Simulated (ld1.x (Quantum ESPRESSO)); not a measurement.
Wu–Cohen TM dataset for Ru (Z = 44), scalar-relativistic all-electron reference.

Input for ld1.x (Quantum ESPRESSO) 7.5:

```
&input
   title='Ru', zed=44., rel=1, dft='WC', iswitch=3,
   config='[Kr] 4d7 5s1 5p0',
   nld=3, rlderiv=2.55, eminld=-5.0, emaxld=5.0, deld=0.02
 /
 &inputp
   pseudotype=2, tm=.true., lloc=0,
   nlcc=.true., rcore=0.85,
   file_pseudopw='Ru.UPF', file_wfcaegen='ae.wfc', file_wfcncgen='nc.wfc', file_beta='beta', file_chi='chi'
 /
3
4P  2  1   6.00   0.00  1.45  1.45  0.0
4D  3  2   7.00   0.00  2.20  2.20  0.0
5S  1  0   1.00   0.00  2.35  2.35  0.0
 &test
   configts(1)='4p6 4d7 5s1 5p0'
 /
```

Command:

```bash
ld1.x < Ru.in > Ru.out
```

The program printed (shortened: banner, matrices, multipoles, cross overlaps and the repeated all-electron block are left out):

```
Program LD1 v.7.5
     --------------------------- All-electron run ----------------------------

     Ru
     scalar relativistic calculation

     atomic number is 44.00
     dft =WC   lsd =0 sic =0 latt =0  beta=0.20 tr2=1.0E-14
     Exchange-correlation= WC
                           (   1   4  11   4   0   0   0)
     mesh =1233 r(mesh) = 101.06970 a.u. xmin = -7.00 dx = 0.01250
     1 Ry =  13.60569312 eV, c = 137.03599908

     n l     nl                  e(Ry)          e(Ha)          e(eV)
     1 0     1S 1( 2.00)     -1612.1337      -806.0669    -21934.1964
     2 0     2S 1( 2.00)      -231.7886      -115.8943     -3153.6446
     2 1     2P 1( 6.00)      -207.6426      -103.8213     -2825.1209
     3 0     3S 1( 2.00)       -40.8025       -20.4012      -555.1463
     3 1     3P 1( 6.00)       -32.8661       -16.4331      -447.1662
     4 0     4S 1( 2.00)        -5.6117        -2.8059       -76.3516
     4 1     4P 1( 6.00)        -3.4101        -1.7050       -46.3967
     3 2     3D 1(10.00)       -20.0787       -10.0394      -273.1852
     4 2     4D 1( 7.00)        -0.3829        -0.1915        -5.2099
     5 0     5S 1( 1.00)        -0.3132        -0.1566        -4.2613
     5 1     5P 1( 0.00)        -0.0616        -0.0308        -0.8383

     final scf error:  7.2E-15 reached in  28 iterations

     Etot =   -9060.197724 Ry,   -4530.098862 Ha, -123270.269873 eV

     Ekin =    9369.021309 Ry,    4684.510655 Ha,  127472.028795 eV
     Encl =  -21858.003858 Ry,  -10929.001929 Ha, -297393.292777 eV
     Eh   =    3694.206688 Ry,    1847.103344 Ha,   50262.242523 eV
     Exc  =    -265.421863 Ry,    -132.710931 Ha,   -3611.248414 eV

     normalization and overlap integrals

     s(1S/1S) =  1.000000  <r> =   0.0334  <r2> =    0.0015  r(max) =   0.0216
     s(2S/2S) =  1.000000  <r> =   0.1457  <r2> =    0.0250  r(max) =   0.1229
     s(2P/2P) =  1.000000  <r> =   0.1270  <r2> =    0.0197  r(max) =   0.0981
     s(3S/3S) =  1.000000  <r> =   0.4029  <r2> =    0.1858  r(max) =   0.3600
     s(3P/3P) =  1.000000  <r> =   0.4032  <r2> =    0.1890  r(max) =   0.3555
     s(4S/4S) =  1.000000  <r> =   1.0182  <r2> =    1.1760  r(max) =   0.9193
     s(4P/4P) =  1.000000  <r> =   1.1280  <r2> =    1.4613  r(max) =   0.9785
     s(3D/3D) =  1.000000  <r> =   0.3842  <r2> =    0.1768  r(max) =   0.3022
     s(4D/4D) =  1.000000  <r> =   1.7027  <r2> =    3.6383  r(max) =   1.2102
     s(5S/5S) =  1.000000  <r> =   3.3440  <r2> =   12.9603  r(max) =   2.7273
     s(5P/5P) =  1.000000  <r> =   5.3212  <r2> =   34.3238  r(max) =   3.8221

     ------------------------ End of All-electron run ------------------------

     --------------------- Generating NC pseudopotential ---------------------

      Generating local pot.: lloc=0, matching radius rcloc =   2.3500

      Computing core charge for nlcc:

       r > 0.85 : true rho core
       r < 0.85 : rho core = a sin(br)/r    a=   9.31  b=   2.96

      Integrated core pseudo-charge :   4.40

      Wfc   4P  rcut= 1.442  Using Troullier-Martins method

      Wfc   4D  rcut= 2.205  Using Troullier-Martins method

     ------------------- End of pseudopotential generation -------------------

     Computing logarithmic derivative in   2.54614
     Computing logarithmic derivative in   2.54614
     Computing the partial wave expansion
       no projector for channel:   0
     R is outside the sphere for l=    1 j= 0.00
     R is outside the sphere for l=    2 j= 0.00

     ---------------------- Testing the pseudopotential ----------------------

     Ru
     scalar relativistic calculation

     atomic number is 44.00   valence charge is 14.00
     dft =WC   lsd =0 sic =0 latt =0  beta=0.20 tr2=1.0E-14
     mesh =1233 r(mesh) = 101.06970 xmin = -7.00 dx = 0.01250

     n l     nl             e AE (Ry)        e PS (Ry)    De AE-PS (Ry)
     2 1     4P   1( 6.00)       -3.41010       -3.41011        0.00002
     3 2     4D   1( 7.00)       -0.38292       -0.38292        0.00000
     1 0     5S   1( 1.00)       -0.31320       -0.31320        0.00000
     3 1     5P   1( 0.00)       -0.06161       -0.03699       -0.02462  !

     eps = 9.9E-15  iter = 10

     Etot =   -9060.197724 Ry,   -4530.098862 Ha, -123270.269873 eV
     Etotps =  -142.821414 Ry,     -71.410707 Ha,   -1943.184324 eV

     Ekin =      58.702272 Ry,      29.351136 Ha,     798.685099 eV
     Encl =    -200.132707 Ry,    -100.066353 Ha,   -2722.944191 eV
     Ehrt =     116.612221 Ry,      58.306110 Ha,    1586.590089 eV
     Ecxc =     -25.205170 Ry,     -12.602585 Ha,    -342.933805 eV
     (Ecc =      -6.391680 Ry,      -3.195840 Ha,     -86.963238 eV)
     Epseu=     -92.798030 Ry,     -46.399015 Ha,   -1262.581516 eV

     ---------------------- End of pseudopotential test ----------------------
```

Generation and configuration tests took about 1.2 s on one core of a shared server CPU.
